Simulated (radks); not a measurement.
Q: The lithium anion Li-, [He] 2s2, held by a Watson sphere: a shell of charge +0.71 at radius R that stands for the Madelung well of a crystal (potential energy -0.71/R inside, -0.71/r outside, in hartree with lengths in bohr). All-electron calculation, non-relativistic Kohn-Sham, r2SCAN, spin-unpolarised, spherical densities, point nucleus; meta-GGA in the generalised Kohn-Sham scheme. Program: a radial shooting solver on a logarithmic mesh with Libxc functionals.

| R (bohr) | e(1s) (eV) | e(2s) (eV) | <r> 2s (bohr) | sum of <r^2> (bohr^2) | X-ray form factor at sin(theta)/lambda = 0.3 1/angstrom |
|---|---|---|---|---|---|
| 1.66 | -54.093 | -2.677 | 3.461 | 29.47 | 1.486 |
| 2.72 | -51.295 | -2.473 | 3.749 | 34.10 | 1.494 |
| 2.87 | -51.161 | -2.435 | 3.797 | 34.92 | 1.495 |
| 3.21 | -50.955 | -2.347 | 3.908 | 36.89 | 1.499 |

Estimate the row for R = 2.91 bohr.

A: e(1s) (eV) -51.130; e(2s) (eV) -2.425; <r> 2s (bohr) 3.810; sum of <r^2> (bohr^2) 35.15; X-ray form factor at sin(theta)/lambda = 0.3 1/angstrom 1.496.
